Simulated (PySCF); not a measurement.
## Dipole response of Pt (platinum, neutral)

[Xe] 4f14 5d9 6s1, high-spin 3D determinant. Calculation: PySCF 2.14, in aug-cc-pVTZ-PP with one added diffuse shell each of s, p, d, f, g type with ECP60MDF (7s7p6d4f3g, 113 functions); a scalar-relativistic core potential. Coupled (time-dependent) response in atomic units; α is the mean over directions.

```
method  mean α (bohr³)         α xx, yy, zz  C₆ (like pair)  S(−4)
PBEsol           39.28  39.12, 39.12, 39.60           382.6  618.9
```

S(−4) is the Cauchy moment in α(ω) = α(0) + S(−4) ω² + …

Reference α: 48 ± 4 bohr³ (recommended; Schwerdtfeger and Nagle, table of static dipole polarizabilities (2023 update)). Published C₆: 470.0 (Gould and Bucko (2016)).

Spin-orbit coupling is absent.

α(iu) at PBEsol:

```
u (hartree)  α(iu) (bohr³)
          0          39.28
     0.0500          37.82
      0.100          34.22
      0.200          25.95
      0.300          19.79
      0.500          12.86
      0.750          8.663
       1.00          6.356
       1.50          3.913
       2.00          2.669
       3.00          1.467
       5.00         0.6287
```

A single London oscillator, α(iu) = α/(1 + u²/ω²), gives C₆ = (3/4) ω α². Matching the computed C₆ needs ω = 4 × 382.6 / (3 × 39.28²) = 0.331 hartree.

The components differ because the open shell of this determinant is not spherical; for a pure term their mean is the scalar polarisability.

Energies and moments cover only the electrons outside the core potential. Spin-orbit coupling, absent here, splits the open shell strongly.
